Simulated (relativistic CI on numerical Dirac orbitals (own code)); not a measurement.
**Slater and spin-orbit integrals, Ge²⁶⁺**

Computed by Dirac-Coulomb-Breit CI, KLI orbitals optimised for each configuration, model QED (radiative potential, 1s self-energy scaled to tabulated hydrogen-like ionisation energies), unscaled Slater integrals (own radial code, finite nucleus).

Slater integrals F^k, G^k are unscaled and averaged over j, outside the closed core 1s2; ζ comes from projecting the Hamiltonian with its Breit term on Σ l·s of the shell.

- 2s²2p²: F^2(2p,2p) = 563570, ζ(2p) = 193410 cm⁻¹; <r>(2p) = 0.1694, <r^2>(2p) = 0.03469 (bohr units).
- 2s2p³: F^2(2p,2p) = 562340, G^1(2s,2p) = 599930, ζ(2p) = 191890 cm⁻¹; <r>(2s) = 0.1971, <r^2>(2s) = 0.04556, <r>(2p) = 0.1697, <r^2>(2p) = 0.03484 (bohr units).
- 2p⁴: F^2(2p,2p) = 560450, ζ(2p) = 190430 cm⁻¹; <r>(2p) = 0.1703, <r^2>(2p) = 0.03506 (bohr units).

Averages of the first 10 configurations, taken without configuration mixing, which lowers the lowest level and can move excited configurations by several eV; other configurations of the list can lie among them:

| Configuration | Parity | States | Average energy above the lowest level (eV) |
| --- | --- | --- | --- |
| 2s²2p² | even | 15 | 50.1 |
| 2s2p³ | odd | 40 | 174.4 |
| 2p⁴ | even | 15 | 322.9 |
| 2p³3s | odd | 40 | 1810.8 |
| 2p³3p | even | 120 | 1847.3 |
| 2p³3d | odd | 200 | 1883.8 |
| 2s²2p3s | odd | 12 | 1570.4 |
| 2s²2p3p | even | 36 | 1610.4 |
| 2s²2p3d | odd | 60 | 1647.3 |
| 2s2p²3s | even | 60 | 1678.4 |
